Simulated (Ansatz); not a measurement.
Q: Name a neutral molecule of B, C, Cl, Ge, Si and H with LUMO energy (PBE/def2-TZVPP) between -2.80 and -2.50 eV and HOMO–LUMO gap (PBE/def2-TZVPP) between 2.75 and 3.05 eV (Ansatz, PBE0-D4/def2-TZVP geometry).

A: `ClB1C[SiH]1[GeH3]` (-2.77 eV, 2.92 eV). Other molecules can fit too; these were computed, each in one conformer that needn't be the lowest.
